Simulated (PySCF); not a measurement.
A calculated (UHF, PySCF 2.14, cc-pVTZ, no relativity, point nucleus) atom or ion has these occupied shells.

```csv
shell,electrons,orbital energy (eV),"rms radius, mean of both spins (bohr)"
1s α,1,-8318.7,0.0635
1s β,1,-8318.6,0.0635
2s α,1,-1033.8,0.268
2s β,1,-1032.8,0.268
2p α,3,-898.56,0.239
2p β,3,-897.58,0.239
3s α,1,-136.33,0.811
3s β,1,-133.65,0.811
3p α,3,-93.335,0.862
3p β,3,-90.117,0.862
3d α,5,-21.684,1.20
3d β,4,-20.108,1.20
```

Name the element and its charge.

Ni⁺ (nickel, charge +1), in [Ar] 3d9, 2D determinant.
